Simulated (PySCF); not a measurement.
## Variants of one PySCF input: AsSe⁻

Base input, run as `OMP_NUM_THREADS=1 python input.py` with PySCF 2.14:

```python
from pyscf import gto, dft

mol = gto.M(
    atom='As 0 0 0; Se 0 0 2.51',
    basis='cc-pvdz-dk',
    charge=-1,
    spin=2,
    verbose=3,
)
mf = dft.UKS(mol, xc='mn15')
mf = mf.sfx2c1e()
mf.kernel()
mf.stability(internal=True, external=True)
mf.dip_moment()
print('orbital energies (hartree):', [e[max(0, n-3):n+3].round(4) for e, n in zip(mf.mo_energy, mol.nelec)])
```

Base result: E(SCF) = -4693.539450 Eh, ⟨S²⟩ = 2.008, internal stable; real -> complex stable. The basis has no diffuse functions, which an anion needs. The bond length is a typed value, not an optimised one. The dipole of an ion depends on the origin. No search for the lowest solution was made.

It ran on Intel Xeon 6975P-C (1 thread, shared host) in 29 s, peak memory 0.35 GiB.

Each row names what differs from the base; energies in brackets are changes from the base.

| change | result | wall time (s) |
| --- | --- | --- |
| SCF type: UKS → ROKS | stops with NotImplementedError after the SCF | 20 |
| functional: mn15 → m06 | E(SCF) = -4690.521213 Eh, ⟨S²⟩ = 2.008, internal stable; real -> complex stable | 31 |
| level shift (hartree): none → 0.5 | E(SCF) = -4693.539450 Eh (+0.0000 eV), ⟨S²⟩ = 2.008, internal stable; real -> complex stable | 34 |
| charge: -1 → 0; spin (2S): 2 → 1 [another spin of the ion may lie lower] | E(SCF) = -4693.462009 Eh (+2.1073 eV), ⟨S²⟩ = 0.780, μz(SCF) = -1.77 D, internal unstable; real -> complex unstable | 29 |
